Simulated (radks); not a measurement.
The hafnium ion Hf2+ inside a hard spherical wall (all orbitals vanish at R), configuration held at [Xe] 4f14 5d2 and not refilled when levels cross. Method: scalar-relativistic Kohn-Sham, PBE, spin-unpolarised, spherical densities, finite nucleus; Fermi nuclear charge, rms radius 5.347 fm; computed with a radial shooting solver on a logarithmic mesh with Libxc functionals. Eigenvalues in eV, with the zero of energy where the potential of the charges vanishes at infinity; a dash marks a level that is unbound or too diffuse for the functional's potential to be trusted. A positive occupied level is held by the wall or, in an anion where self-interaction has pushed it up, behind a barrier. The pressure on the wall is -dE/dV.

R (bohr)	E (hartree)	kinetic (hartree)	e(5s)	e(5p)	e(4f)	e(6s, empty)	e(5d)	e(6p, empty)	pressure (GPa)
free	-15075.3470	16512.294	-82.055	-50.627	-31.913	-17.496	-16.705	-12.016	0
20	-15075.3470	16512.294	-82.055	-50.627	-31.913	-17.496	-16.705	-12.016	< 0.0001
15	-15075.3470	16512.294	-82.055	-50.627	-31.913	-17.496	-16.705	-12.016	< 0.0001
12	-15075.3470	16512.294	-82.055	-50.627	-31.913	-17.496	-16.705	-12.016	< 0.0001
10	-15075.3470	16512.294	-82.054	-50.626	-31.912	-17.496	-16.704	-12.010	0.000150
8	-15075.3469	16512.296	-82.044	-50.616	-31.901	-17.480	-16.694	-11.916	0.00872
7	-15075.3462	16512.302	-82.004	-50.579	-31.862	-17.413	-16.657	-11.667	0.0629
4	-15075.2460	16512.845	-80.066	-48.764	-29.826	-11.505	-14.088	-1.097	24.5
3.5	-15075.1069	16513.556	-78.578	-47.331	-28.160	-5.444	-11.663	7.870	83.5
